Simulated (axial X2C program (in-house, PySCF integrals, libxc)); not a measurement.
## Spectroscopic constants of TiS⁺

Computed with an in-house all-electron X2C program for linear molecules (integrals from PySCF). Spin-free means the one-electron spin-free X2C Hamiltonian; two-component (2c) means X2C with spin–orbit coupling and atomic mean-field two-electron Coulomb and Gaunt terms, so the difference of the two also holds small scalar two-electron terms. Basis: Ti dyall-cv3z [10s10p6d4f2g], S dyall-av3z [9s8p3d2f] (cores contracted in-house); Gaussian nuclei, density fitting, unrestricted open shells. Masses: Ti 47.948 u, S 31.972 u.

Input file and command:
```json
{
 "zs": [
  22,
  16
 ],
 "q": 1,
 "bas": [
  "dyall-cv3z",
  "dyall-av3z"
 ],
 "levels": [
  "PBE0",
  "HF",
  "LDA"
 ],
 "cc": true,
 "r0": 2.11,
 "thr": -1.0,
 "nmax": 90,
 "npts": 10,
 "nst": 2,
 "ntry": 6
}
```
```bash
python so2c.py task.json out
```

Keys: zs atomic numbers; q charge; bas basis sets; levels methods; cc coupled cluster on or off; r0 starting distance in Å; thr threshold in hartree for freezing inner shells (an s shell follows its p shell); nmax most natural virtual spinors; npts points on the curve; nst determinants followed; ntry starts of the search. HF also brings MP2.

State, spin-free: M_S = 1/2, Λ = 2 (beyond evenly filled blocks: δ+α); electrons by block: σα: 10, σβ: 10, π+α: 4, π+β: 4, π-α: 4, π-β: 4, δ+α: 1. Fragments: Ti+ + S.

State, 2c: Ω = 3/2 (⟨Sz⟩ = -0.50, ⟨Lz⟩ = 2.00 at PBE0); electrons by block: 1/2: 14, -1/2: 14, 3/2: 5, -3/2: 4. Fragments: Ti+ + S.

```tsv
Hamiltonian	level	Re (Å)	ωe (cm⁻¹)	Be (cm⁻¹)	αe (cm⁻¹)	De (eV)	μ (D)
spin-free	PBE0	2.023	623.1	0.2148	0.00119	4.18	-6.90
spin-free	LDA	2.018	626.7	0.2157	0.000868	6.00	-6.12
2c	PBE0	2.023	623.2	0.2148	0.00118	n/a	-6.89
2c	LDA	2.019	626.4	0.2157	0.000868	n/a	-6.12
```

Dipoles are positive if S is the positive end and refer to the centre of mass.

One determinant describes the state; a PBE0 search over occupations chose it and may have missed a lower one. Dissociation energies refer to the lowest single-determinant-based atoms at the same level and basis. De is not given where an atomic determinant may have missed its ground term or J level, or where the truncated virtual space spoils (T). Density functionals use the spin component along the axis (collinear). Without a current term, density functionals place determinants with orbital angular momentum somewhat too high. At some level and bond length an empty orbital lies below a filled one. The determinant is spin-polarised beyond a pure state at some levels (its spin-free form has ⟨S²⟩ too high), which makes Re and μ there less reliable.

No reliable constants came from CCSD (2c), CCSD (spin-free), CCSD(T) (2c), CCSD(T) (spin-free), HF (2c), HF (spin-free), MP2 (2c), MP2 (spin-free): no minimum in range, unconverged points, a curve that is not smooth, a change of character along it, or the two Hamiltonians disagreeing along it.

Rough cost a point (2c) on 1 thread(s) of a shared host, integrals apart: PBE0 0.8 s, LDA 0.4 s.

The whole task took 2.8 min on 1 thread of Arm Neoverse V1, with other jobs on the host.
